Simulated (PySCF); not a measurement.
# InP at r²SCAN

Computed with r²SCAN; In def2-TZVPP with ECP28, P def2-TZVPP; scalar-relativistic core potentials (PySCF 2.14).

* state: ³Σ⁻ (triplet), unpaired electrons π ↑↑
* bond length: 2.645 Å
* harmonic wavenumber: 254 cm⁻¹
* force constant: 0.928 mdyn/Å
* rotational constant Be: 0.09878 cm⁻¹
* anharmonicity ωexe: 0.855 cm⁻¹
* vibration–rotation constant αe: 0.000480 cm⁻¹
* well depth De to In + P: 1.98 eV
* dissociation energy D0: 1.96 eV
* bond order (Mayer): 1.03
* dipole moment (positive dipole means In(−)P(+)): -2.04 D

Spin–orbit coupling is left out, which matters for elements this heavy, above all for dissociation energies. The state was picked by a PBE0 search and need not be the measured ground state.
